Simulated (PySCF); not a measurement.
Q: Write Cartesian coordinates for `C#C[C@@H]1CC[C@@H](Cl)C1=S` as optimised with GFN2-xTB.

A: 
```
atom  x, y, z in Å
C1     2.783   -0.810    0.423
C2     1.674   -0.836   -0.025
C3     0.313   -0.835   -0.537
C4    -0.042    0.518   -1.176
C5    -0.546    1.347    0.006
C6    -1.345    0.342    0.823
Cl7   -2.989    0.128    0.104
C8    -0.628   -0.960    0.637
S9    -0.814   -2.269    1.563
H10    3.764   -0.801    0.792
H11    0.203   -1.679   -1.225
H12   -0.843    0.383   -1.903
H13    0.814    0.974   -1.669
H14    0.298    1.694    0.607
H15   -1.142    2.204   -0.298
H16   -1.507    0.609    1.867
```

Orientation and origin are arbitrary. Atoms count from 1 in this order. Of the pairs four or more bonds apart, Cl7···H12 is among the closest relative to their van der Waals radii: 2.95 Å, 100 % of the sum of Bondi's values. The 7 C–C bonds span 1.196 Å (C1≡C2, drawn triple) to 1.537 Å (C3–C4, drawn single), a spread of 0.341 Å. The 5-membered ring C3–C4–C5–C6–C8 has internal angles of 103.3° to 108.8°; it is puckered, 0.17 Å rms from its mean plane, widest ring torsion 39°.

Bonds between heavy atoms (Å): C1≡C2 1.196, C2–C3 1.454, C3–C4 1.537, C4–C5 1.529, C5–C6 1.522, C6–Cl7 1.808, C6–C8 1.497, C8=S9 1.614, C3–C8 1.510.

Computed geometry: GFN2-xTB, gas phase.

Point group: C1 (no symmetry element, even within 0.4 Å). Not checked by GFN2-xTB frequencies. One conformer, not necessarily the lowest (C2–C3–C4–C5 -87°, C3–C4–C5–C6 -39°, C4–C5–C6–Cl7 -81°, C5–C6–C8–S9 163°).
